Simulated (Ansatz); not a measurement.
Ansatz results at the PBE0-D4/def2-TZVP geometry: HOMO–LUMO gap (PBE/def2-TZVPP) 4.70 eV; HOMO–LUMO gap (ωB97M-V/def2-TZVPP) 10.21 eV; HOMO–LUMO gap (PBE0/def2-TZVPP) 6.57 eV.

Each molecule was computed in one conformer, which needn't be the lowest.

Which molecule gave them?
A. `CC(C)[NH][AlH][F]`
B. `C#[C][Al]([CH3])[F]`
C. `[F][Al]([F])[SiH3]`
D. `C[Si](C)(C)[Al]([F])[F]`

D. The others give `CC(C)[NH][AlH][F]`: 4.78, 10.71, 6.84; `C#[C][Al]([CH3])[F]`: 5.10, 11.16, 7.15; `[F][Al]([F])[SiH3]`: 5.29, 10.93, 7.21.
